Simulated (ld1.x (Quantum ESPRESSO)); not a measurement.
# Transferability test, PAW potential for iridium

Ir (Z = 77), PAW, made with ld1.x (Quantum ESPRESSO) 7.5 (PBE, fully relativistic). Core [Xe] 4f14, reference 5d7 6s0.5 6p0 (charge +1.5). Waves: 6s (bound): rcut 1.75, rcutus 2.35 bohr; 6s channel at -0.95 Ry: rcut 1.75, rcutus 2.35 bohr; 6p (bound, empty): rcut 2.60, rcutus 3.50 bohr; 6p channel at 2.95 Ry: rcut 2.60, rcutus 3.50 bohr; 5d (bound): rcut 0.95, rcutus 1.25 bohr; 5d channel at 0.1 Ry: rcut 0.95, rcutus 1.25 bohr. Local part: all-electron potential smoothed inside 2.75 bohr (lloc = -1). Core correction: Bessel-smoothed model core inside 1.10 bohr. Augmentation charge: PSQ, inside the norm-conserving radii.

Open shells are filled in proportion to 2j + 1 (rel_dist='average').

Energies are relative to the spin-unpolarised reference configuration 5d7 6s0.5 6p0; without spin polarisation the order of configurations can differ from experiment. Not all tests gave a result: test run stopped at test 5 of 7 (negative rho).

```
valence configuration  charge  ΔE all-electron (eV)  error AE − PS (meV)
          5d7 6s2 6p0       0               -17.636                 -3.5
          5d7 6s0 6p2       0                -6.751                 +3.3
```

Q: What are ΔE and the potential's error for 5d7 6s1 6p0?

A: ΔE = -7.748 eV all-electron; the error (AE − PS) is -0.6 meV.

Q: What are ΔE and the potential's error for 5d7 6s0 6p0?

A: ΔE = 9.726 eV all-electron; the error (AE − PS) is -1.1 meV.

Levels in the configuration 5d7 6s2 6p0:

```
   level  all-electron (eV)  pseudo (eV)
5d j=3/2             -7.902       -7.900
5d j=5/2             -6.678       -6.675
6s j=1/2             -6.339       -6.336
```

The ghost test of this file was not conclusive.
